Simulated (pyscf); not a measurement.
This saddle point was located with ωB97X-D3(BJ)/def2-SVP in PySCF.

```
C
H 1 1.0918
H 1 1.0918 2 120.38
C 1 1.4893 2 119.81 3 179.26
C 4 1.2493 1 98.95 2 -89.62
H 5 1.0810 1 137.81 2 -71.01
```
Charge 0, spin multiplicity 2.

Surface: doublet, charge 0. Lowest wavenumbers (cm⁻¹): 700i, 293, 451, 618, 873.

### Question
What reaction is this the transition state of?

### Answer
•HC=C=CH₂ ⇌ cyclic C₃H₃ (SMILES [C]1=CC1) [doublet], a ring closure read from left to right: none broken and C–C formed. At CCSD(T)/def2-TZVPP + ΔMP2(QZVPP) it lies +212.6 kJ/mol from the left side and +47.4 kJ/mol from the right (each side as separated species at their lowest minima found). cyclic C₃H₃ (SMILES [C]1=CC1) [doublet] lies 168.1 kJ/mol over its isomer HC≡C–CH₂•, and others may lie lower still (electronic energy, ωB97M-D3(BJ)). This is the saddle that the search found; another between the same sides may lie lower. The CCSD(T) − MP2 part came from Ansatz, without density fitting, on the same reference. A UHF reference is spin-contaminated (<S²> up to 1.07), which harms MP2 most.
